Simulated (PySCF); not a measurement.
The PySCF input:
```python
from pyscf import gto, scf, mcscf
import numpy

mol = gto.M(
    atom='''
Si   -1.05826764    0.09678777    0.22000604
P     1.09945977   -0.07715081   -0.33815421
H    -1.78664864   -0.87305321   -0.59632582
H    -1.46920302    1.46352861   -0.09729460
H    -1.30963320   -0.17191890    1.63805364
H     1.31318546   -1.27594592    0.31720495
H     1.57614985    0.65962276    0.73059051
''',
    basis='def2-svp',
    verbose=4,
)

mf = scf.RHF(mol)
mf.kernel()
mc = mcscf.CASSCF(mf, 6, 6)
mc.fix_spin_(ss=0.0)
mc = mc.newton()
mc.kernel()
occ = numpy.linalg.eigvalsh(mc.fcisolver.make_rdm1(mc.ci, mc.ncas, mc.nelecas))[::-1]
ss = mc.fcisolver.spin_square(mc.ci, mc.ncas, mc.nelecas)[0]
print('natural occupations', occ.round(4), ' <S^2>', round(ss, 4))
```

**Question.** Estimate the natural occupations of the active orbitals that PySCF with CASSCF(6,6)/def2-SVP returns for this input.

**Answer.** 1.99, 1.99, 1.96, 0.03, 0.03, 0.01

**Question.** Predict the SCF-reference HOMO-LUMO gap from CASSCF(6,6)/def2-SVP.

**Answer.** 14.26 eV

**Question.** What SCF-reference Mulliken (on the basis functions themselves) charges in atom order does CASSCF(6,6)/def2-SVP give?

**Answer.** Si1 0.54, P2 -0.09, H3 -0.13, H4 -0.13, H5 -0.14, H6 -0.03, H7 -0.03
